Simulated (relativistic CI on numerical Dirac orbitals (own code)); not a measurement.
## Electric-dipole transitions in Sb XXVIII

Method of calculation: Dirac-Coulomb-Breit CI, orbitals from a KLI potential per configuration, model QED, unscaled Slater integrals (own radial code, finite nucleus).

Configuration list (outside the closed core [Ne]): 3s²3p⁶3d⁶, 3s²3p⁵3d⁷, 3s²3p⁴3d⁸, 3s3p⁶3d⁷, 3p⁶3d⁸, 3s3p⁵3d⁸, 3s²3p⁶3d⁵4s, 3s²3p⁶3d⁵4p, 3s²3p⁶3d⁵4d, 3s²3p⁴3d⁷4s, 3s²3p⁶3d⁵4f, 3s²3p⁵3d⁶4s, 3s²3p⁴3d⁷4p, 3s²3p⁵3d⁶4p, 3s²3p⁴3d⁷4d, 3s3p⁵3d⁷4s, 3s²3p⁶3d⁴4s², 3s²3p⁶3d⁴4s4p, 3s3p⁶3d⁶4s, 3s²3p⁶3d⁵5s, 3p⁶3d⁷4s, 3s²3p⁶3d⁵5p, 3s3p⁶3d⁶4p, 3p⁶3d⁷4p, 3s²3p⁵3d⁵4s², 3s²3p⁶3d⁵5f, 3p⁶3d⁷4d, 3s²3p⁶3d⁵6s. Levels of other configurations are missing.

| λ vac (Å) | Lower | Upper | A (s⁻¹) | gf | Branching (%) |
| --- | --- | --- | --- | --- | --- |
| 44.683 | 3s²3p⁶3d⁶ ¹I6 [21] | 3s²3p⁵3d⁷ ¹H°5 [135] | 1.62e+12 | 5.34e+00 | 87.0 |
| 44.994 | 3s²3p⁶3d⁶ ³H5 [17] | 3s²3p⁵3d⁷ ³F°4 [130] | 7.18e+11 | 1.96e+00 | 55.3 |
| 45.013 | 3s²3p⁶3d⁶ ³G5 [7] | 3s²3p⁵3d⁷ ³G°5 [125] | 2.51e+11 | 8.40e-01 | 14.7 |
| 45.023 | 3s²3p⁶3d⁶ ³H6 [8] | 3s²3p⁵3d⁷ ³G°5 [125] | 1.30e+12 | 4.36e+00 | 76.2 |
| 45.031 | 3s²3p⁶3d⁶ ¹G4 [25] | 3s²3p⁵3d⁷ ¹F°3 [136] | 5.42e+11 | 1.15e+00 | 37.6 |
| 45.256 | 3s²3p⁶3d⁶ ³G4 [16] | 3s²3p⁵3d⁷ ³F°3 [129] | 6.19e+11 | 1.33e+00 | 45.6 |
| 45.675 | 3s²3p⁶3d⁶ ¹G4 [25] | 3s²3p⁵3d⁷ ³D°3 [134] | 5.49e+11 | 1.20e+00 | 42.0 |
| 45.732 | 3s²3p⁵3d⁷ ³H°6 [68] | 3s²3p⁴3d⁸ ³G5 [246] | 9.13e+11 | 3.15e+00 | 47.5 |
| 45.755 | 3s²3p⁶3d⁶ ¹G4 [29] | 3s²3p⁵3d⁷ ¹F°3 [142] | 1.02e+12 | 2.23e+00 | 73.5 |
| 45.786 | 3s²3p⁶3d⁶ ³F3 [32] | 3s²3p⁵3d⁷ ³P°2 [143] | 8.36e+11 | 1.31e+00 | 66.2 |
| 46.048 | 3s²3p⁶3d⁶ ³F4 [27] | 3s²3p⁵3d⁷ ¹F°3 [136] | 5.17e+11 | 1.15e+00 | 35.8 |
| 46.410 | 3s²3p⁵3d⁷ ¹H°5 [135] | 3s²3p⁴3d⁸ ³F4 [289] | 1.69e+12 | 4.90e+00 | 58.6 |
| 46.633 | 3s²3p⁶3d⁶ ³H4 [6] | 3s²3p⁵3d⁷ ³G°4 [107] | 1.76e+11 | 5.16e-01 | 16.3 |
| 46.700 | 3s²3p⁶3d⁶ ³G5 [7] | 3s²3p⁵3d⁷ ³F°4 [112] | 2.32e+11 | 6.82e-01 | 26.3 |
| 46.785 | 3s²3p⁵3d⁷ ³I°7 [54] | 3s²3p⁴3d⁸ ³H6 [229] | 1.02e+12 | 4.35e+00 | 73.9 |
| 46.854 | 3s²3p⁶3d⁶ ¹F3 [22] | 3s²3p⁵3d⁷ ¹D°2 [128] | 6.13e+11 | 1.01e+00 | 53.1 |
| 47.060 | 3s²3p⁶3d⁶ ¹G4 [29] | 3s²3p⁵3d⁷ ¹G°4 [137] | 4.82e+11 | 1.44e+00 | 52.1 |
| 47.307 | 3s²3p⁶3d⁶ ³G5 [7] | 3s²3p⁵3d⁷ ³G°4 [107] | 5.26e+11 | 1.59e+00 | 48.7 |
| 47.384 | 3s²3p⁵3d⁷ ³H°6 [43] | 3s²3p⁴3d⁸ ⁵F5 [222] | 4.93e+11 | 1.82e+00 | 40.4 |
| 48.242 | 3s²3p⁶3d⁶ ¹I6 [21] | 3s²3p⁵3d⁷ ¹I°6 [118] | 4.16e+11 | 1.89e+00 | 86.8 |
| 48.395 | 3s²3p⁶3d⁶ ³H4 [13] | 3s²3p⁵3d⁷ ³G°3 [109] | 5.91e+11 | 1.45e+00 | 56.0 |
| 48.633 | 3s²3p⁶3d⁶ ³H5 [17] | 3s²3p⁵3d⁷ ³G°5 [111] | 2.40e+11 | 9.37e-01 | 38.4 |
| 50.247 | 3s²3p⁶3d⁶ ⁵D4 [1] | 3s²3p⁵3d⁷ ⁵D°4 [85] | 1.03e+11 | 3.51e-01 | 15.2 |
| 50.967 | 3s²3p⁶3d⁶ ³H4 [6] | 3s²3p⁵3d⁷ ³F°3 [94] | 5.45e+11 | 1.49e+00 | 62.2 |
| 51.713 | 3s²3p⁶3d⁶ ⁵D3 [3] | 3s²3p⁵3d⁷ ⁵D°4 [85] | 9.79e+10 | 3.53e-01 | 14.5 |
| 51.943 | 3s²3p⁶3d⁶ ³G5 [7] | 3s²3p⁵3d⁷ ³G°5 [92] | 1.39e+11 | 6.18e-01 | 26.6 |
| 53.726 | 3s²3p⁶3d⁶ ³G5 [7] | 3s²3p⁵3d⁷ ⁵D°4 [85] | 2.83e+11 | 1.10e+00 | 41.8 |
| 53.951 | 3s²3p⁶3d⁶ ³F3 [10] | 3s²3p⁵3d⁷ ³G°3 [87] | 1.94e+11 | 5.92e-01 | 41.9 |
| 53.956 | 3s²3p⁶3d⁶ ⁵D4 [1] | 3s²3p⁵3d⁷ ³F°4 [58] | 9.36e+10 | 3.68e-01 | 42.4 |
| 54.519 | 3s²3p⁶3d⁶ ⁵D4 [1] | 3s²3p⁵3d⁷ ⁵P°3 [56] | 4.66e+11 | 1.45e+00 | 90.8 |
| 54.682 | 3s²3p⁶3d⁶ ⁵D2 [2] | 3s²3p⁵3d⁷ ³D°3 [62] | 1.18e+11 | 3.69e-01 | 34.1 |
| 54.723 | 3s²3p⁶3d⁶ ⁵D2 [2] | 3s²3p⁵3d⁷ ⁵D°1 [61] | 4.26e+11 | 5.73e-01 | 80.0 |
| 54.985 | 3s²3p⁶3d⁶ ⁵D3 [3] | 3s²3p⁵3d⁷ ⁵D°2 [64] | 3.67e+11 | 8.31e-01 | 82.3 |
| 55.056 | 3s²3p⁶3d⁶ ¹I6 [21] | 3s²3p⁵3d⁷ ³G°5 [92] | 2.04e+11 | 1.02e+00 | 39.1 |
| 55.357 | 3s²3p⁶3d⁶ ⁵D3 [3] | 3s²3p⁵3d⁷ ³D°3 [62] | 1.97e+11 | 6.33e-01 | 57.2 |
| 55.550 | 3s²3p⁶3d⁶ ³G5 [7] | 3s²3p⁵3d⁷ ³H°5 [71] | 1.46e+11 | 7.43e-01 | 36.8 |
| 55.565 | 3s²3p⁶3d⁶ ³H6 [8] | 3s²3p⁵3d⁷ ³H°5 [71] | 1.68e+11 | 8.54e-01 | 42.2 |
| 55.698 | 3s²3p⁶3d⁶ ³H4 [6] | 3s²3p⁵3d⁷ ³G°4 [67] | 1.36e+11 | 5.70e-01 | 50.6 |
| 55.816 | 3s²3p⁶3d⁶ ⁵D4 [1] | 3s²3p⁵3d⁷ ³F°4 [50] | 1.72e+11 | 7.23e-01 | 75.9 |
| 56.442 | 3s²3p⁶3d⁶ ³H6 [8] | 3s²3p⁵3d⁷ ³H°6 [68] | 3.54e+11 | 2.20e+00 | 95.6 |
| 56.631 | 3s²3p⁶3d⁶ ⁵D4 [1] | 3s²3p⁵3d⁷ ³G°4 [46] | 8.16e+10 | 3.53e-01 | 60.1 |
| 56.638 | 3s²3p⁶3d⁶ ⁵D2 [2] | 3s²3p⁵3d⁷ ³F°2 [51] | 1.37e+11 | 3.28e-01 | 73.8 |
| 57.305 | 3s²3p⁶3d⁶ ⁵D2 [2] | 3s²3p⁵3d⁷ ⁵D°2 [49] | 1.47e+11 | 3.63e-01 | 77.6 |
| 60.129 | 3s²3p⁶3d⁶ ⁵D4 [1] | 3s²3p⁵3d⁷ ⁵F°5 [38] | 1.18e+11 | 7.02e-01 | 99.0 |
| 64.615 | 3s²3p⁵3d⁷ ⁵G°6 [35] | 3s3p⁶3d⁷ ⁵F5 [145] | 2.60e+11 | 1.79e+00 | 52.1 |

Terms are leading LS components. Brackets give the number of a level in order of energy, since labels repeat. The list gives strong lines, with weight on those to low levels, without lines whose two gauges differ by over a factor of 2.5, among the lowest 400 of 9786 levels, so that lines to higher ones, which can be the strongest, are missing. Levels whose partners in the same complex of configurations lie outside the list can be far off, and so can their lines. Rates are taken at the computed energies, electric ones in the length gauge.

At this charge energies of transitions that change n are usually good to better than 1 %, and those within a shell (Δn = 0) to a few per cent. Terms inside the open d or f shell come out 10 to 20 % too wide with unscaled integrals.

LS names give the leading component of a level, which can be under half, so a name can repeat, a term be missing and a line seem to break the LS rules.
